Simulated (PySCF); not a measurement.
Computed with PySCF with PBE-D3(BJ)/def2-TZVP // CAM-B3LYP-D3(BJ)/def2-TZVP. Gas-phase values, no solvent. 

Reference species (SMILES): `B` (neutral, multiplicity 1).

The HOMO comes out as -8.48 eV and the HOMO–LUMO gap is 5.44 eV. The LUMO comes out as -3.04 eV.

After one change: the HOMO increases by 1.24 eV; the HOMO–LUMO gap rises by 0.19 eV; the LUMO goes up by 1.43 eV.

### Question
Which change was made? The new species is one of these.
A. `CB(C)C`
B. `BC`
C. `CBC`

### Answer
C, `CBC`
